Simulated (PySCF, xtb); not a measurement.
WOCl3, SMILES [Cl][W](=[O])([Cl])[Cl] (connectivity only; charge and spin as stated), neutral, multiplicity 2.

Harmonic wavenumbers (cm⁻¹) from xtb 6.7.1 with GFN2-xTB at its own minimum, in rising order: 74, 82, 108, 126, 168, 316, 331, 360, 883.

Problem. What does PBE0-D3(BJ)/def2-SVP (PySCF) give at its own minimum? (The exact figures need the calculation; the answer reports its results.)

Solution. 51, 89, 123, 125, 222, 402, 403, 419, 1065. Paired by order, the mean absolute difference is 55 cm⁻¹ and the zero-point energies are 3.5 and 4.1 kcal/mol.
